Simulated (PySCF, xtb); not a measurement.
selenium hexafluoride (F₆Se), SMILES F[Se](F)(F)(F)(F)F.

Harmonic wavenumbers (cm⁻¹) from GFN2-xTB run with xtb at its own minimum, in rising order: 181, 181, 182, 295, 295, 295, 305, 305, 305, 446, 482, 482, 486, 486, 487.

Q: What does PBE-D3(BJ)/def2-SVP in PySCF give at its own minimum? (Estimate from the structure and the level; the computed values follow.)

A: 243, 243, 243, 360, 360, 360, 403, 403, 403, 629, 629, 657, 744, 744, 744. Paired by order, the mean absolute difference is 130 cm⁻¹ and the zero-point energies are 7.5 and 10.2 kcal/mol.
